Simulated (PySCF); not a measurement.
Oscillator strengths, rates and cross-sections

Species: C3H11NOSi2.
Atom-mapped SMILES: `[NH2:1][CH2:2][Si@H:3]1[CH2:4][CH2:5][SiH2:6][O:7]1` (hydrogens: H8, H9 on N1; H10, H11 on C2; H12 on Si3; H13, H14 on C4; H15, H16 on C5; H17, H18 on Si6)

Geometry (PBE0-D3(BJ)/def2-SVP, Å), atoms numbered from 1 in this order:
```
atom  x, y, z in Å
N1    -2.801    0.335    0.072
C2    -1.816   -0.685   -0.293
Si3   -0.278   -0.618    0.793
C4     1.279   -1.499    0.158
C5     2.038   -0.485   -0.730
Si6    1.756    1.226    0.037
O7     0.261    0.984    0.764
H8    -3.167    0.150    1.005
H9    -2.341    1.243    0.133
H10   -2.288   -1.683   -0.259
H11   -1.526   -0.544   -1.351
H12   -0.649   -0.980    2.196
H13    1.061   -2.437   -0.378
H14    1.894   -1.777    1.032
H15    1.602   -0.467   -1.744
H16    3.101   -0.746   -0.852
H17    2.781    1.586    1.064
H18    1.679    2.327   -0.967
```

The calculation used PySCF 2.14.0, density-fitted response routines, TDDFT CAM-B3LYP/def2-SVPD, vertical, gas phase, core orbitals frozen in the response.

Computed singlets with f of 0.002 or more:

```json
{"state": "S1", "ν̃ (cm⁻¹)": "47480", "f": "0.019"}
{"state": "S2", "ν̃ (cm⁻¹)": "51310", "f": "0.018"}
{"state": "S3", "ν̃ (cm⁻¹)": "53650", "f": "0.0042"}
{"state": "S4", "ν̃ (cm⁻¹)": "57530", "f": "0.018"}
{"state": "S5", "ν̃ (cm⁻¹)": "58420", "f": "0.021"}
{"state": "S6", "ν̃ (cm⁻¹)": "60720", "f": "0.0069"}
{"state": "S7", "ν̃ (cm⁻¹)": "61640", "f": "0.0035"}
{"state": "S8", "ν̃ (cm⁻¹)": "61940", "f": "0.0058"}
{"state": "S9", "ν̃ (cm⁻¹)": "63300", "f": "0.0037"}
{"state": "S10", "ν̃ (cm⁻¹)": "64420", "f": "0.017"}
```

Task: Turn these into Einstein A coefficients, radiative lifetimes, transition dipoles and integrated cross-sections.

Result: A / s⁻¹ = 0.6670 f (ν̃ / cm⁻¹)² and τ = 1/A in vacuum; |μ| follows from f = (2/3) ΔE |μ|² (atomic units, 1 au = 2.5417 D); ∫σ dE = 109.76 f Mb·eV.

```
state  A (s⁻¹)       τ  |μ| (D)  ∫σ dE (Mb·eV)
   S1  2.8×10⁷   35 ns     0.92            2.1
   S2  3.2×10⁷   32 ns     0.87              2
   S3  8.0×10⁶  130 ns     0.41           0.46
   S4  3.9×10⁷   25 ns     0.81              2
   S5  4.8×10⁷   21 ns     0.88            2.3
   S6  1.7×10⁷   59 ns     0.49           0.75
   S7  8.8×10⁶  110 ns     0.35           0.38
   S8  1.5×10⁷   67 ns     0.45           0.64
   S9  9.8×10⁶  100 ns     0.35            0.4
  S10  4.7×10⁷   21 ns     0.75            1.9
```

Leading configurations: S1 H→L (34%); S2 H→L+1 (31%); S3 H→L+3 (42%); S4 H→L+2 (29%); S5 H→L+5 (31%); S6 H→L+8 (28%); S7 H-2→L+1 (26%); S8 H-1→L (47%); S9 H-1→L+1 (35%); S10 H-3→L+1 (29%) (H = HOMO, L = LUMO).

The rates are for emission to S0 at the absorption energy, with no other channel.

Task: Suppose S1 emitted 0.3 eV lower with the same transition dipole. How would A change?

Result: At fixed |μ|, A goes as the cube of the energy: (5.59/5.89)³ = 0.85, which makes τ about 41 ns.

Task: What is the integrated cross-section of all computed states together?

Result: Σf = 0.117 over S1 to S10, so 109.76 × Σf ≈ 12.8 Mb·eV.

Task: How much energy does a mole of photons resonant with S5 carry?

Result: 7.243 eV × 96.485 = 699 kJ/mol (167 kcal/mol).

The vertical ionisation energy (ΔSCF) is 8.71 eV, 0.72 eV above S10.

One conformer stands for the species.

Without π bonds the low states are Rydberg-like; a valence basis with one diffuse set may place them up to an eV too high.
